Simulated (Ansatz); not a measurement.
`[O]=[W](=[O])([Cl])[Cl]` and `[O]=[Cr](=[O])([Cl])[Cl]` differ in one element.

Ansatz, PBE0-D4/def2-TZVP geometries, multiplicity 1. 

Elements past krypton have def2 core potentials. Scalar relativity is left out up to krypton.

```tsv
property	`[O]=[W](=[O])([Cl])[Cl]`
HOMO energy (PBE/def2-TZVPP) / eV	-8.08
size of the dipole moment (PBE/def2-TZVPP) / D	1.82
HOMO energy (ωB97M-V/def2-TZVPP) / eV	-12.06
HOMO–LUMO gap (PBE0/def2-TZVPP) / eV	6.44
ideal-gas entropy at 298 K and 1 bar (rigid rotor, harmonic PBE0-D4/def2-TZVP) / J/(mol·K)	345
zero-point energy (PBE0-D4/def2-TZVP) / kJ/mol	24.2
```

Q: Give the same properties after the change, and the shifts. (Best estimate.)

A: The calculation gave: 
| property | `[O]=[Cr](=[O])([Cl])[Cl]` | shift |
| --- | --- | --- |
| HOMO energy (PBE/def2-TZVPP) / eV | -8.33 | -0.25 |
| size of the dipole moment (PBE/def2-TZVPP) / D | 0.74 | -1.08 |
| HOMO energy (ωB97M-V/def2-TZVPP) / eV | -11.91 | 0.15 |
| HOMO–LUMO gap (PBE0/def2-TZVPP) / eV | 4.77 | -1.67 |
| ideal-gas entropy at 298 K and 1 bar (rigid rotor, harmonic PBE0-D4/def2-TZVP) / J/(mol·K) | 326 | -19 |
| zero-point energy (PBE0-D4/def2-TZVP) / kJ/mol | 27.3 | 3.1 |

With PBE0 the HOMO falls by 0.09 eV and the LUMO falls by 1.76 eV, so the gap narrows by about 1.67 eV. PBE moves the HOMO by -0.25 eV and ωB97M-V by 0.15 eV. Dipoles are sizes alone; their direction can turn.
